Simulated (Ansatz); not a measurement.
Basis sets compared for the cluster Cu3H2⁺ (the lowest singlet isomer of a short search). Charge 1, multiplicity 1. Geometry B3LYP-D4/def2-TZVP. Ansatz on 4 threads of Arm Neoverse V2 on a shared host; times are rough, and most runs start from earlier orbitals.

```xyz
5

Cu   -0.112   -0.061    0.028
Cu    1.259   -0.799    2.044
Cu   -0.806    1.048   -2.157
H    -1.003    1.120   -0.612
H     0.662   -1.308    0.696
```

The structure comes from a short search, and lower isomers may exist.

```
           level  functions  energy (Eh)  HOMO (eV)  LUMO (eV)  wall time
 PBE-D4/def2-SVP        103   -4921.0706     -10.07      -7.43      1.2 s
PBE0-D4/def2-SVP        103   -4921.0918     -11.62      -6.36      1.6 s
```

Problem. Estimate the rows for PBE-D4/def2-TZVP, PBE0-D4/def2-TZVP.

Solution. 
```
            level  functions  energy (Eh)  HOMO (eV)  LUMO (eV)  wall time
 PBE-D4/def2-TZVP        147   -4921.8261     -10.69      -7.86      1.6 s
PBE0-D4/def2-TZVP        147   -4921.8189     -12.06      -6.72      2.7 s
```
